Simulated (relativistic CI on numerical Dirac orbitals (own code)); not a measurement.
**Transition arrays of Rh²⁰⁺**

These numbers are calculated, not measured: Dirac-Coulomb-Breit CI, separate exchange-only KLI orbitals for each configuration, model QED (radiative potential, 1s self-energy scaled to tabulated hydrogen-like ionisation energies), valence Slater integrals scaled by 0.9, whole transition arrays (own radial code, finite nucleus).

Configurations in the expansion (outside the closed core [Ne] 3s2): 3p6 3d7, 3p6 3d6 4f, 3p5 3d8, 3p6 3d6 4p, 3p6 3d6 5f. Levels of other configurations are missing.

All E1 lines from the levels of 3p6 3d7; mean and standard deviation are weighted by gf, and upper levels are sorted by their leading configuration.

```tsv
Upper configuration	Lines	Σgf	Mean (eV)	Mean (nm)	σ (eV)	Strongest line (nm)
3p6 3d6 4f	2825	524.2	542.75	2.284	5.72	2.263
3p5 3d8	466	71.6	195.10	6.355	14.42	5.828
3p6 3d6 4p	1718	38.8	411.08	3.016	5.49	3.036
3p6 3d6 5f	2825	213.9	680.48	1.822	6.39	1.804
```

Σgf per state of the lower configuration in bins of 0.2 nm over the central range (centre: value): 1.7: 0.13, 1.9: 1.65, 2.3: 4.36, 2.9: 0.08, 3.1: 0.24, 5.9: 0.12, 6.1: 0.09, 6.3: 0.07, 6.5: 0.06, 6.7: 0.08.

Task: How do configuration mixing and the scaling of the Slater integrals move the arrays?

Result: Slater scale 0.9, no configuration mixing: 3p6 3d6 4f 543.2 ± 5.8 eV (Σgf 549.0), 3p5 3d8 195.8 ± 14.5 eV (Σgf 79.0), 3p6 3d6 4p 411.2 ± 5.5 eV (Σgf 36.3), 3p6 3d6 5f 680.0 ± 6.4 eV (Σgf 162.3); Slater scale 1: 3p6 3d6 4f 543.9 ± 6.2 eV (Σgf 526.2), 3p5 3d8 195.9 ± 15.2 eV (Σgf 71.1), 3p6 3d6 4p 411.2 ± 6.0 eV (Σgf 39.1), 3p6 3d6 5f 681.0 ± 7.0 eV (Σgf 215.1); Slater scale 0.8: 3p6 3d6 4f 541.6 ± 5.2 eV (Σgf 522.0), 3p5 3d8 194.3 ± 13.7 eV (Σgf 72.2), 3p6 3d6 4p 410.9 ± 5.0 eV (Σgf 38.5), 3p6 3d6 5f 680.0 ± 5.8 eV (Σgf 212.7). With mixing, levels are counted to their leading configuration, so an array can shrink or vanish into another, and the sums then hold other lines.
